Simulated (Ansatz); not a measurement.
Isomers of C2H5ClOSi, relaxed with PBE0-D4/def2-TZVP in Ansatz; electronic energies, one conformer each and not always the lowest. Functionals use def2-TZVPP; CBS adds triple-zeta CCSD(T) − MP2 to the MP2 limit of def2-TZVPP and def2-QZVPP.

**Question.** Order them by energy at frozen-core CCSD(T)/CBS, lowest first. (Estimate.)
A. `C=C(Cl)O[SiH3]`
B. `O/C([SiH3])=C\Cl`
C. `Cl[SiH]1CCO1`
D. `C[Si]1(Cl)CO1`
E. `O/C(Cl)=C/[SiH3]`

**Answer.** C (0.0 kcal/mol), D (11.4 kcal/mol), A (46.4 kcal/mol), E (64.1 kcal/mol), B (65.3 kcal/mol).

**Question.** How do B2PLYP, r2SCAN-D4, B3LYP-D4, ωB97M-V place them (kcal/mol, against `Cl[SiH]1CCO1`)? (Best estimate.)

**Answer.** Computed: 
```csv
isomer,B2PLYP,r2SCAN-D4,B3LYP-D4,ωB97M-V
`O/C([SiH3])=C\Cl`,63.7,64.3,61.2,66.3
`C=C(Cl)O[SiH3]`,44.0,45.4,41.8,47.0
`C[Si]1(Cl)CO1`,10.6,9.1,10.2,11.3
`O/C(Cl)=C/[SiH3]`,62.4,62.0,60.0,64.3
```

B3LYP here is the variant with VWN-RPA as its local correlation; programs differ in this.
